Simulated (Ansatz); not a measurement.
Mulliken charges of `COB(O)Br` from PBE/def2-TZVPP in Ansatz (PBE0-D4/def2-TZVP geometry).

| atom | x (Å) | y (Å) | z (Å) | charge (e) |
| --- | --- | --- | --- | --- |
| C1 | 0.679 | -1.112 | 0.430 | -0.134 |
| O2 | -0.422 | -0.399 | -0.101 | -0.242 |
| B3 | -0.440 | 0.931 | -0.311 | 0.210 |
| O4 | -1.533 | 1.537 | -0.823 | -0.225 |
| Br5 | 1.079 | 2.059 | 0.098 | -0.149 |
| H6 | 0.390 | -2.161 | 0.481 | 0.114 |
| H7 | 0.928 | -0.755 | 1.432 | 0.111 |
| H8 | 1.557 | -1.006 | -0.210 | 0.111 |
| H9 | -2.239 | 0.906 | -0.997 | 0.203 |

By hand: the dipole of these point charges (1 e Å = 4.8032 D).

Σ q r = (-0.031, -0.469, 0.060) e Å, of length 0.474 e Å = 2.28 D.

How does the dipole of the full density compare? (Estimate.)

Computed: (-0.107, -0.507, 0.037) e Å, 2.50 D; the point charges give 0.91 times that, at 9° from its direction.

Point charges leave out the atoms' own dipoles, such as those of lone pairs, and Mulliken's split depends on the basis, so the close match here is no proof of good charges.
